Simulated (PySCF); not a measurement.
Gas-phase reaction: 2 SnH3Cl + Cl2 ⇌ 2 SnCl2 + 3 H2, at 600 K and a standard pressure of 1 bar. Level: PBE/def2-TZVP†.

Energies from PySCF, thermal terms from the rigid-rotor harmonic-oscillator model, ideal gas at 1 bar. † marks an energy on the PBE0/def2-TZVP geometry and frequencies. All species are closed-shell singlets. Sn: scalar-relativistic def2 core potential, no spin-orbit coupling. SnH3Cl: computed as isolated molecules; such fragments, hydroxides, amides, oligomers or adducts are transient or little studied in the gas. The harmonic model lacks anharmonicity and excited electronic states, which grow with temperature; levels with a mode under 35 cm⁻¹ are left out. Soft modes under 120 cm⁻¹ make the harmonic entropy rough for SnCl2.

| species | E (Ha) | H(600 K) − E (kJ/mol) | S°(600 K) (J/mol/K) |
|---|---|---|---|
| SnH3Cl | -676.13488 | 90.8 | 325.7 |
| Cl2 | -920.02099 | 23.2 | 247.3 |
| SnCl2 | -1134.47296 | 35.5 | 345.1 |
| H2 | -1.16600 | 43.9 | 150.8 |
E: electronic energy; H − E holds the zero-point and thermal terms. 1 Ha = 2625.5 kJ/mol.

Problem. Work out ΔH°, ΔS°, ΔG° and log10 K from these numbers.

Solution. 1. ΔE = 2×(-1134.47296) + 3×(-1.16600) − 2×(-676.13488) − 1×(-920.02099) = -0.15317 Ha = -402.1 kJ.
2. Δ(H − E) = 2×(35.5) + 3×(43.9) − 2×(90.8) − 1×(23.2) = -2.1 kJ, so ΔH° = -404.2 kJ.
3. ΔS° = 2×(345.1) + 3×(150.8) − 2×(325.7) − 1×(247.3) = 243.9 J/K; the number of gas molecules changes by +2.
4. ΔG° = ΔH° − TΔS° = -404.2 − 600×(243.9)/1000 = -550.5 kJ.
5. log10 K = −ΔG°/(RT ln 10) = 47.91, with RT ln 10 = 11.49 kJ/mol; at standard pressures the products are favoured.
6. A shift of 10 kJ in ΔE would move log10 K by 0.87 here.
For scale, ΔH°(298 K) is -411 kJ at this level, -375 kJ at ωB97M-V/def2-TZVP†, and runs from -515 to -330 kJ over the 18 levels computed.
